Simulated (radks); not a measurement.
Neutral krypton inside a hard spherical wall (all orbitals vanish at R), configuration held at [Kr] and not refilled when levels cross. Calculated with a radial shooting solver on a logarithmic mesh with Libxc functionals: scalar-relativistic Kohn-Sham, PBEsol, spin-polarised, spherical densities, finite nucleus; Fermi nuclear charge, rms radius 4.1884 fm. Eigenvalues in eV for spin up, with the zero of energy where the potential of the charges vanishes at infinity; a dash marks a level that is unbound or too diffuse for the functional's potential to be trusted. A positive occupied level is held by the wall or, in an anion where self-interaction has pushed it up, behind a barrier. The pressure on the wall is -dE/dV.

| R (bohr) | E (hartree) | kinetic (hartree) | e(3p) | e(3d) | e(4s) | e(4p) | e(5s, empty) | e(5p, empty) | pressure (GPa) |
|---|---|---|---|---|---|---|---|---|---|
| free | -2788.45501 | 2851.937 | -194.95 | -81.398 | -23.042 | -9.240 | - | - | 0 |
| 15 | -2788.45501 | 2851.937 | -194.95 | -81.398 | -23.042 | -9.240 | - | - | < 0.0001 |
| 12 | -2788.45501 | 2851.937 | -194.95 | -81.398 | -23.042 | -9.240 | -0.184 | 1.197 | < 0.0001 |
| 10 | -2788.45500 | 2851.937 | -194.95 | -81.397 | -23.041 | -9.239 | 0.074 | 1.833 | 0.000364 |
| 7 | -2788.45367 | 2851.951 | -194.86 | -81.312 | -22.971 | -9.171 | 1.759 | 4.949 | 0.106 |
| 5 | -2788.41807 | 2852.207 | -193.73 | -80.185 | -22.104 | -8.280 | 7.860 | 13.938 | 5.81 |
| 4 | -2788.24946 | 2853.169 | -190.63 | -77.108 | -19.832 | -5.761 | 19.004 | 28.138 | 52.9 |
| 2.5 | -2785.03670 | 2865.945 | -167.57 | -54.357 | 0.333 | 18.124 | 101.43 | 119.60 | 2610 |
